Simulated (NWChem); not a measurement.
# BO, doublet; SMILES [B]=O

Program: NWChem. Spin-unrestricted. Medium grid unless said otherwise, to which SCAN and Minnesota functionals are sensitive. All runs use the structure optimised with PBE0/def2-SVP, spin-unrestricted. No stability test was run on the SCF state. Total energies of different functionals are on different scales.

```tsv
level	energy (Ha)	highest occupied level (eV)	lowest empty minus highest occupied level, either spin (eV)	dipole (D)	<S²>	relative time
B3LYP/def2-TZVP	-100.0698	-9.56	4.63	2.38	0.757	1
PBE/def2-TZVP	-99.9495	-8.30	2.87	2.13	0.759	1
SCAN/def2-TZVP	-100.0268	-8.88	4.11	2.30	0.764	1
B97-2/def2-TZVP	-100.0235	-9.42	3.20	2.29	0.755	1
r2SCAN0/def2-TZVP	-99.9987	-10.26	6.20	2.48	0.767	1
MPW1K/def2-TZVP	-100.0224	-11.08	7.45	2.53	0.765	1
LRC-wPBEh/def2-TZVP	-99.9587	-11.85	9.22	2.36	0.763	6
MN15/def2-TZVP	-99.9662	-10.18	7.00	2.50	0.763	1
```

Relative times are rough (shared machine, one core).
